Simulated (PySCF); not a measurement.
GeH4.

```xyz
5

Ge     0.0000     0.0000     0.0000
H      0.8845    -0.8845    -0.8845
H     -0.8845    -0.8845     0.8845
H     -0.8845     0.8845    -0.8845
H      0.8845     0.8845     0.8845
```

Geometry optimised at ωB97X-D3(BJ)/def2-TZVPD. The isomer is the one that the SMILES or the coordinates give; other isomers of the formula were not compared.

All values below come from PBE/pcSseg-2 (PySCF). Non-relativistic, no solvent.

Computed absolute GIAO shielding of each atom: isotropic value and principal components (ppm):
```tsv
atom	σ(iso)	σ11	σ22	σ33	span
Ge1	1622.8	1622.8	1622.8	1622.8	0.0
H2	27.7	22.2	22.2	38.6	16.4
H3	27.7	22.2	22.2	38.6	16.4
H4	27.7	22.2	22.2	38.6	16.4
H5	27.7	22.2	22.2	38.6	16.4
```
